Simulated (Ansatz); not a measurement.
Consider the redistribution: `NBC1BC1` + `C=C[SiH2]Cl` → `C=C[SiH2]BN` + `ClC1BC1`.

Isolated molecules relaxed with PBE0-D4/def2-TZVP in Ansatz; ΔE leaves out vibrations. CCSD(T)/CBS adds triple-zeta CCSD(T) − MP2 to the extrapolated MP2 energy (def2 sets, frozen cores). Functionals use def2-TZVPP. One conformer a species, not always the lowest.

CCSD(T)/CBS gives +2.25 eV.

Question: Another level gave +2.20 eV. Which?
A. HF/def2-TZVPP
B. ωB97X-V/def2-TZVPP
C. PBE/def2-TZVPP
D. B2PLYP/def2-TZVPP

Answer: B. ωB97X-V 2.20, B2PLYP 2.25, PBE 2.07, HF/def2-TZVPP 2.38 eV.

Largest T1 diagnostic among the species: 0.013.

From PBE to PBE0 (25 % exact exchange), in def2-TZVPP and without D4, ΔE moves by +0.10 eV.
